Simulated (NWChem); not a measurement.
**Lowest excitation of H$_{2}$Zn**

```
Zn
H 1 1.5501
H 1 1.5501 2 180.00
```
Charge 0, spin multiplicity 1.

Program: NWChem. Structure: optimised with PBE0/def2-SVP, a minimum by its harmonic frequencies.

Basis set: def2-SVPD.

```csv
method,lowest vertical singlet excitation energy (eV),relative cost,difference from EOM-CCSD
CIS,6.59,1,+0.52
TD-PBE,5.52,under 3,-0.55
TD-B3LYP,5.73,under 3,-0.34
EOM-CCSD,6.07,10,0.00
TDA-BHandHLYP,6.09,under 3,+0.02
```

The values span 1.07 eV, from TD-PBE (lowest) to CIS (highest). The cost column gives rough processor time relative to CIS; each entry includes its own SCF.

The correlated methods keep 9 core orbitals frozen. B3LYP has NWChem's definition, with VWN1-RPA local correlation. The structure started from a generated list of species. Differences from the coupled-cluster row are differences between methods, not errors against experiment.
